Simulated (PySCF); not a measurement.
NMR problem set

PySCF calculation with GFN2-xTB geometry, NMR shieldings at PBE0/pcSseg-1/GIAO and J: B3LYP/pcJ-1 (spin–dipole term left out of most H,H and C,H couplings); non-relativistic, no solvent, a single conformation, rapidly exchanging positions averaged.

References, each an isolated molecule treated in the same way: ¹H, ¹³C vs TMS. Multiplet labels drop J under 1 Hz and among equivalent protons, and merge close values. Unscaled 3J(H,H) run several per cent high. Where no couplings were computed, multiplicities follow the n + 1 count of equivalent neighbours, and m marks all less simple cases (inequivalent or close neighbours, rings, F or P nearby). Acid and N–H amide carbonyl carbons lie up to 10 ppm further downfield in solution (hydrogen bonding). Shifts are as computed. Against solution values, carbons near 30 ppm lie about +3 ppm off and those near 130 ppm about +5 ppm. Of 1211 compounds with measured shifts, 218 miss one by over three times the rms of a fit or turn the order of signals round; such compounds aren't used in these exercises. Across acyclic CH2–CH2 and CH–CH2 bonds, 3J(H,H) assumes equally populated rotamers. OH and NH positions are gas-phase values without hydrogen bonding to other molecules.

(1) C6H8O. ¹H NMR (400 MHz, computed): δ 2.62 (t, J = 7.4 Hz, 2H), 2.43 (td, J = 7.4, 3.9 Hz, 2H), 2.18 (s, 3H), 1.37 (t, J = 3.9 Hz, 1H). ¹³C{¹H} NMR (computed): δ 210.6, 88.6, 75.4, 46.7, 31.9, 15.2. What is it?

(2) C4H12O2Si3. ¹H NMR (400 MHz, computed): δ 7.38 (br s, 1H), 6.78 (br s, 1H), 6.24 (br s, 1H), 4.71 (d, 2H), 4.04 (d, 6H), -0.87 (m, 1H). ¹³C{¹H} NMR (computed): δ 175.8, 152.8, 144.0, -20.1. Identify the compound.

## Answers

(1) 5-hexyn-2-one (C#CCCC(C)=O). The formula gives 3 degrees of unsaturation (no ring in the answer). 6 carbon signals for 6 carbons: no two carbons are equivalent. Carbon types of the structure: 2 × C, 1 × CH, 2 × CH2, 1 × CH3, which accounts for all hydrogens. δC 210.6: ketone carbonyl carbon; the double bond to the heteroatom, with no lone-pair donor beside it, deshields it most. δC 88.6: alkyne carbon; sp carbons lie upfield of alkene carbons because the cylindrical π system leaves one tensor component strongly shielded. δC 75.4: terminal alkyne carbon; sp carbons lie upfield of alkene carbons because the cylindrical π system leaves one tensor component strongly shielded. δC 31.9: methyl carbon α to a carbonyl; the adjacent C=O deshields it moderately. The protons at 2.43 and 2.62 share a coupling of 7.4 Hz (vicinal).

This is the structure that produced the data.

(2) SMILES [SiH3]C([SiH2]C(=C)C(=O)O)[SiH3]. The formula gives 2 degrees of unsaturation (no ring in the answer). 4 carbon signals for 4 carbons: no two carbons are equivalent. Carbon types of the structure: 2 × C, 1 × CH, 1 × CH2, leaving 9 H on heteroatoms. δC 175.8: carboxylic acid carbon; lone-pair donation from the attached heteroatom keeps it upfield of a ketone carbonyl. δC 152.8: β carbon of a C=C–C=O unit; conjugation with the carbonyl draws π density from the β position. δC 144.0: α carbon of a C=C–C=O unit; as expected for a trigonal carbon in a double bond. δH 6.24: hydrogen on an acid hydroxyl oxygen; exchangeable, gas-phase position.

The shifts were computed for this structure.
